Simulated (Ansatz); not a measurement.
`CC[O][Sn]([CH3])([Cl])[Cl]` + `C[SiH](O)F` → `CCO[SiH](C)F` + `[CH3][Sn]([OH])([Cl])[Cl]`  (substitution at a C–O bond)

Isolated molecules relaxed with PBE0-D4/def2-TZVP in Ansatz; ΔE leaves out vibrations. CCSD(T)/CBS is the MP2 limit (def2-TZVPP, def2-QZVPP) plus CCSD(T) − MP2 in def2-TZVPP, frozen cores. Functionals use def2-TZVPP. B3LYP here is the variant with VWN-RPA as its local correlation; programs differ in this. Elements past krypton have def2 core potentials. For Sn outer-core shells are correlated without core-valence functions, which leaves a few kJ/mol of doubt a bond. Each species was taken in one conformer, which may not be the lowest.

```
             level  ΔE (kJ/mol)  difference from CCSD(T)/CBS
            PBE-D4          0.8                         -2.0
         r2SCAN-D4          0.2                         -2.6
           PBE0-D4         -0.5                         -3.3
          B3LYP-D4         -0.4                         -3.2
           ωB97M-V         -0.5                         -3.3
            B2PLYP         -2.5                         -5.3
               PBE         -2.6                         -5.4
             B3LYP         -6.0                         -8.8
     HF/def2-TZVPP         -9.7                        -12.5
    MP2/def2-TZVPP          3.3                          0.5
SCS-MP2/def2-TZVPP          0.6                         -2.2
   CCSD/def2-TZVPP         -0.4                         -3.2
     HF/def2-QZVPP         -9.9                        -12.7
    MP2/def2-QZVPP          3.8                          1.0
     MP2/CBS(def2)          4.3                          1.5
    CCSD/CBS(def2)          0.7                         -2.1
       CCSD(T)/CBS          2.8                            0
```

Largest T1 diagnostic among the species: 0.012.

The D4 term adds +5.6 kJ/mol with B3LYP and +3.2 kJ/mol with PBE0; it sums over pairs of atoms, weighted by their polarisabilities, and B3LYP, whose exchange is more repulsive, gets the larger term. In def2-TZVPP, CCSD(T) changes the Hartree–Fock value by +11.5 kJ/mol (the triples alone add +2.2 kJ/mol) and MP2 by +12.9 kJ/mol.
